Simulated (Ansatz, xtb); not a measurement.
# BGeH2N: which of two structures lies lower

Structure X: `B[N+]#[Ge-]`, a singlet. Structure Y: a singlet given by its coordinates. Both are isolated molecules in the gas phase, relaxed with r2SCAN-D4/def2-TZVP.

X (Å):

```
atom    x (Å)    y (Å)    z (Å)
   B   0.8580   0.4785  -0.1456
  Ge  -1.3078  -0.7891  -1.9089
   N  -0.1244  -0.0961  -0.9459
   H   1.9961   0.5335  -0.5305
   H   0.5742   0.9231   0.9352
```

Y (Å):

```xyz
5

B     0.2838   -0.3750   -0.1096
Ge    1.8139   -0.3475   -1.4758
N     0.4395    0.7727   -0.8581
H    -0.4755   -0.7134    0.7413
H     0.0064    1.6831   -0.9602
```

Close contacts (Å): B1–Ge2 2.05, B1–N3 1.38, Ge2–N3 1.88, B1–H4 1.19, N3–H5 1.01.

Estimate which is lower in electronic energy at CCSD(T)/def2-TZVPP, and by roughly how much.

The CCSD(T)/def2-TZVPP calculation puts structure X lower, by 32.7 kJ/mol.

Level by level:

```csv
level,geometry,E(Y) − E(X) (kJ/mol),departure from the last row (kJ/mol),"job, with rough time for the two"
GFN2-xTB,GFN2-xTB,+134.5,+101.8,"optimisation, 0.089 s"
HF/STO-3G,GFN2-xTB,+74.9,+42.2,"single point, 0.26 s"
r2SCAN-D4/def2-SVP,GFN2-xTB,+32.0,−0.7,"single point, 2.1 s"
r2SCAN-D4/def2-TZVP,r2SCAN-D4/def2-TZVP,+30.2,−2.5,"optimisation, 22 s"
HF/def2-TZVPP,r2SCAN-D4/def2-TZVP,+36.0,+3.3,part of the CCSD(T) run
MP2/def2-TZVPP,r2SCAN-D4/def2-TZVP,+42.8,+10.1,part of the CCSD(T) run
CCSD(T)/def2-TZVPP,r2SCAN-D4/def2-TZVP,+32.7,,"single point, 33 s"
```

None of the levels shown reverses the order. The largest departure from CCSD(T)/def2-TZVPP is that of GFN2-xTB, 101.8 kJ/mol.

With harmonic frequencies from r2SCAN-D4/def2-TZVP (ideal gas, rigid rotor, one conformer each, 298.15 K, 1 atm): on the last row, ΔE + ΔZPE = +39.8, ΔH = +37.9, ΔG = +39.2 kJ/mol.

The correlated steps freeze 11 core orbitals; the filled d shell of Ge is correlated, in a basis made for valence electrons. Programs: Ansatz 0.2.0, xtb 6.7.1; the last row on 2 threads of Arm Neoverse V1 on a shared host.
